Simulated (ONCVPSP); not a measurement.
**Reading a pseudo-wave (B (Z = 5))**

Columns: radius, all-electron u(r) and pseudo u(r) of the 2s shell (level -9.61 eV) of boron in the configuration [He] 2s1.75 2p1.25; PW91, scalar-relativistic, ONCV scheme, ONCVPSP 4.0.1.

| r (bohr) | all-electron | pseudo |
| --- | --- | --- |
| 0.110 | -0.2810 | 0.0532 |
| 0.220 | -0.2906 | 0.1060 |
| 0.330 | -0.1816 | 0.1615 |
| 0.440 | -0.0295 | 0.2236 |
| 0.550 | 0.1283 | 0.2918 |
| 0.660 | 0.2740 | 0.3619 |
| 0.770 | 0.3999 | 0.4312 |
| 0.880 | 0.5040 | 0.5011 |
| 0.990 | 0.5867 | 0.5720 |
| 1.100 | 0.6490 | 0.6378 |
| 1.210 | 0.6929 | 0.6888 |
| 1.320 | 0.7205 | 0.7200 |
| 1.430 | 0.7345 | 0.7345 |
| 1.540 | 0.7371 | 0.7371 |
| 1.650 | 0.7305 | 0.7305 |
| 1.760 | 0.7166 | 0.7166 |
| 1.870 | 0.6971 | 0.6971 |
| 1.980 | 0.6733 | 0.6733 |
| 2.090 | 0.6464 | 0.6464 |
| 2.200 | 0.6174 | 0.6174 |
| 2.310 | 0.5871 | 0.5871 |
| 2.420 | 0.5561 | 0.5561 |
| 2.530 | 0.5250 | 0.5250 |
| 2.640 | 0.4941 | 0.4941 |
| 2.750 | 0.4638 | 0.4638 |
| 2.860 | 0.4343 | 0.4343 |

(1) How many radial nodes do the two functions have?

(2) At about which radius was the pseudo-wave matched?

(3) Is the pseudo-wave norm-conserving?

Answers

(1) The all-electron 2s function has n − l − 1 = 1; the pseudo-wave has 0, since the states of the same l below it are removed with the core.

(2) 1.45 bohr, where the columns begin to agree (steps of 0.11 bohr).

(3) Yes: the ONCV scheme keeps the norm inside the radius equal to the all-electron one, which fixes the energy derivative of the logarithmic derivative at the level.
